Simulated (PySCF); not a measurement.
NMR data simulated for an unnamed compound:

1H NMR (400 MHz, computed): δ 2.58 (s, 8H).

13C{1H} NMR (computed): δ 213.4 (C), 39.5 (CH2).

Computational details: NMR shieldings at PBE0/pcSseg-1/GIAO, geometry: GFN2-xTB, spin–spin couplings from B3LYP/pcJ-1 (without the spin–dipole term), in PySCF 2.14.0 with density-fitted response routines (fast rotation and ring inversion assumed for equivalent nuclei, isolated molecule, one conformer, relativity neglected).

Scale: 1H (31.72 ppm) and 13C (186.93 ppm) against TMS (reference shieldings calculated alike).

Question: Which of these does the molecule contain: a CF3 group, a Si–CH3 group, a ketone, a CH3CH2 unit?

Answer: 
- A CF3 group: no.
- A Si–CH3 group: no.
- A ketone: yes (δC 213.4).
- A CH3CH2 unit: no.

The data belong to 1,4-cyclohexanedione (O=C1CCC(=O)CC1, C6H8O2); they needn't prove each group on their own.

Carbon signals by region: 1 in the far downfield region (above 160 ppm), 1 below 50 ppm. Above 160 ppm: 213.4, ketone carbonyl carbon.

Shifts are as computed. Against solution values, carbons near 30 ppm lie about +3 ppm off and those near 130 ppm about +5 ppm. Of 1211 compounds with measured shifts, 218 miss one by over three times the rms of a fit or turn the order of signals round; such compounds aren't used in these exercises.
